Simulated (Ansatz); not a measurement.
TbCl3, relaxed as a septet with UKS B3LYP-D4/def2-SVP in Ansatz, starting from the GFN2-xTB geometry. Force threshold 0.02 eV/Å.

In the def2 sets Tb takes a core potential; there is no spin–orbit coupling. With an open 4f shell the SCF may have ended on a state above the lowest.

Start:

```xyz
4

Tb   -0.0031    0.4437   -0.7128
Cl    2.0815    0.1925    0.4416
Cl   -0.6934   -1.8504   -0.8144
Cl   -1.3851    1.2142    1.0856
```

Question: Estimate the energy that the relaxation releases and the steps that it takes.

Answer: 0.33 eV, in 12 steps; 4.1 min on 4 threads of Arm Neoverse V1 on a shared host. The force fell under the threshold at step 5, but the optimiser went on and released 0.004 eV more. No frequencies were taken in this run, so the end may be a saddle point.

Question: Does the start keep its bonding and symmetry?

Answer: By distances, no bond broke or formed. The bond that changes most is Tb1–Cl4, from 2.40 to 2.46 Å (atoms count from 1). Point group C3v at the start, C3v at the end, both within 0.05 Å.

Question: Predict the relaxed structure.

Answer: 
```xyz
4

Tb    0.000   -0.075    0.124
Cl    2.409    0.418    0.195
Cl   -0.804   -1.944   -1.258
Cl   -1.606    1.600    0.940
```
Bond lengths: 3 × Cl–Tb 2.46 Å.
